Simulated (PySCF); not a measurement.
Compound: C9H9BO2.
Bonds: C1–C2, C2–C3 (aromatic), C3–C4 (aromatic), C4–C5 (aromatic), C5–C6, C6–C7 (triple), C7–B8, B8–O9, B8–O10, C5–C11 (aromatic), C11–C12 (aromatic), C2–C12 (aromatic). Hydrogens: H13, H14, H15 on C1; H16 on C3; H17 on C4; H18 on O9; H19 on O10; H20 on C11; H21 on C12.

Method used: PBE0-D3(BJ)/def2-SVP geometry optimisation, gas phase (PySCF 2.14.0).

Give the optimised bond lengths and angles.

```json
{"bond": "C1–C2", "length (pm)": "150.0"}
{"bond": "C2–C3, C2–C12", "length (pm)": "140.1"}
{"bond": "C3–C4, C11–C12", "length (pm)": "138.9"}
{"bond": "C4–C5, C5–C11", "length (pm)": "140.6"}
{"bond": "C5–C6", "length (pm)": "142.5"}
{"bond": "C6≡C7", "length (pm)": "122.0"}
{"bond": "C7–B8", "length (pm)": "153.4"}
{"bond": "B8–O9, B8–O10", "length (pm)": "136.4"}
{"bond": "C1–H13, C1–H14, C1–H15", "length (pm)": "110.1"}
{"bond": "C3–H16, C12–H21", "length (pm)": "109.3"}
{"bond": "C4–H17, C11–H20", "length (pm)": "109.2"}
{"bond": "O9–H18, O10–H19", "length (pm)": "96.1"}
```

Bonds in one row agree within 1 pm and their mean is given. A selection of angles:
```json
{"angle": "C1–C2–C3", "degrees": "120.8"}
{"angle": "C3–C2–C12", "degrees": "118.0"}
{"angle": "C2–C3–C4", "degrees": "121.3"}
{"angle": "C3–C4–C5", "degrees": "120.4"}
{"angle": "C4–C5–C6", "degrees": "120.7"}
{"angle": "C4–C5–C11", "degrees": "118.5"}
{"angle": "C5–C6–C7", "degrees": "179.9"}
{"angle": "C6–C7–B8", "degrees": "179.8"}
{"angle": "C7–B8–O9", "degrees": "117.7"}
{"angle": "O9–B8–O10", "degrees": "124.5"}
{"angle": "H18–O9–B8", "degrees": "115.1"}
{"angle": "H19–O10–B8", "degrees": "115.0"}
```

Torsions: H18–O9–B8–C7 180° (antiperiplanar); H19–O10–B8–C7 180° (antiperiplanar). The mirror-image conformer, all signs reversed, is as good.

The C–C distances run from 1.220 Å (C6≡C7, drawn triple) to 1.500 Å (C1–C2, drawn single), a spread of 0.280 Å. O9 (boron-bound oxygen) is bent (angle 115.1°). The 6-membered ring C2–C3–C4–C5–C11–C12 has internal angles of 118.0° to 121.3°; it is planar, 0.00 Å rms from its mean plane, widest ring torsion 0°. Of the pairs four or more bonds apart, H18···H19 is among the closest relative to their van der Waals radii: 2.33 Å, 97 % of the sum of Bondi's values. B8 (three-coordinate boron) is planar (angles 124.5°, 117.7° and 117.7°, sum 360.0°, 0.00 Å off the plane of its three neighbours).

Point group: near Cs, missed by 0.17 Å at most; the miss may be what the optimiser left on a soft mode. Stationary, but not proved a minimum. The numbers are those of one conformer (C7–B8–O9–H 180°, C7–B8–O10–H 180°).
